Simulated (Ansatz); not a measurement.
Compare A (`NC[CH2][GeH3]`) with its isomer B (`[CH3][GeH2][CH2]N`).

Computed with Ansatz on PBE0-D4/def2-TZVP structures; ΔE is electronic, products minus reactants. CBS: MP2 limit from def2 TZ/QZ plus the TZ coupled-cluster correction, frozen cores. DFT in def2-TZVPP. B3LYP here is the variant with VWN-RPA as its local correlation; programs differ in this. For Ge outer-core shells are correlated without core-valence functions, which leaves a few kJ/mol of doubt a bond. Scalar relativity is left out up to krypton. One conformer a species, not always the lowest.

A:

```xyz
13

N    -0.6346    0.8200    1.9564
C    -0.4662    0.6958    0.5154
C     0.3713   -0.5240    0.1807
Ge    0.7352   -0.7123   -1.7349
H    -1.1730    1.6468    2.1847
H    -1.1479    0.0247    2.3181
H     0.0456    1.5981    0.1644
H    -1.4192    0.6444   -0.0360
H     1.3235   -0.4751    0.7155
H    -0.1350   -1.4364    0.5139
H     1.6120   -1.9494   -1.9957
H    -0.5803   -0.8685   -2.5215
H     1.4686    0.5357   -2.2611
```

B:

Z-matrix (Å, degrees):
```
C
Ge 1 1.956
H 1 1.091 2 110.5
H 1 1.091 2 110.3 3 -120.0
H 1 1.091 2 110.6 3 120.1
C 2 1.967 1 110.6 3 59.3
H 2 1.547 1 109.8 3 -59.7
H 2 1.540 1 110.3 3 -178.9
N 6 1.455 2 110.4 1 -172.2
H 6 1.101 2 108.6 1 -45.3
H 6 1.094 2 106.9 1 69.5
H 9 1.012 6 111.0 2 61.8
H 9 1.013 6 111.2 2 -179.2
```

Task: Which isomer does CCSD(T)/CBS put lower? Give the gap. (Estimate.)

Result: The calculation gave: B, by 4.2 kcal/mol.

Task: Give E(B) − E(A) in kcal/mol with PBE-D4, CCSD(T)/def2-TZVPP, r2SCAN-D4, B3LYP-D4, B2PLYP, B3LYP, ωB97M-V. (Estimate.)

Result: The calculation gave: PBE-D4 -4.3, CCSD(T)/def2-TZVPP -4.4, r2SCAN-D4 -4.3, B3LYP-D4 -4.4, B2PLYP -4.5, B3LYP -4.5, ωB97M-V -4.3. None reverses the order clearly.

Largest T1 diagnostic: 0.010.

In def2-TZVPP, CCSD(T) changes the Hartree–Fock value by −1.0 kcal/mol (the triples alone add −0.1 kcal/mol) and MP2 by −1.6 kcal/mol.
